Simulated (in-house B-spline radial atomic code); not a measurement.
Rb⁷⁺. Computed with a B-spline radial atomic code. Model: all-electron spherical atom, spin shells full or empty, radial basis limit, no spin-orbit coupling, Breit or QED, empty-state partial waves extrapolated as (l+1/2)^-4, RPA, G0W0 and static COHSEX of the highest shell as one setting changes (uncorrelated shells keep exact exchange).

Given: element Rb; charge 7; filled core Ar; hamiltonian one-electron scalar X2C; mean-field start Hartree-Fock; highest l of empty states 9; nuclear rms radius 4.2036 fm; highest mean-field shell 4s.

Shell: 3d 5 5, 4s 1 1 (electrons up and down).

```
lowest nl shells left uncorrelated  RPA correlation energy (hartree)  G0W0 level (eV)  G0W0 minus most complete (meV)  COHSEX level (eV)  removal by RPA minus most complete (meV)
                                 0                            -2.156          -133.07                               0            -135.02                                         0
                                 1                           -2.0012          -133.07                             0.8            -135.02                                      -0.3
                                 2                                 ?                ?                               ?                  ?                                         ?
                                 3                                 ?                ?                               ?                  ?                                         ?
                                 4                           -1.1646          -133.17                          -106.8            -135.21                                      99.6
                                 5                          -0.68542          -133.09                           -19.5            -135.08                                     -21.2
                                 6                         -0.068202          -132.31                           757.4            -133.96                                    -887.5
```

**Question.** What follows for lowest nl shells left uncorrelated = 2?

**Answer.** RPA correlation energy -1.8245 hartree; G0W0 level -133.08 eV; G0W0 minus most complete -10.6 meV; COHSEX level -135.04 eV; removal by RPA minus most complete 13 meV.

**Question.** What follows for lowest nl shells left uncorrelated = 3?

**Answer.** RPA correlation energy -1.33 hartree; G0W0 level -133.06 eV; G0W0 minus most complete 11.8 meV; COHSEX level -135 eV; removal by RPA minus most complete -0.9 meV.
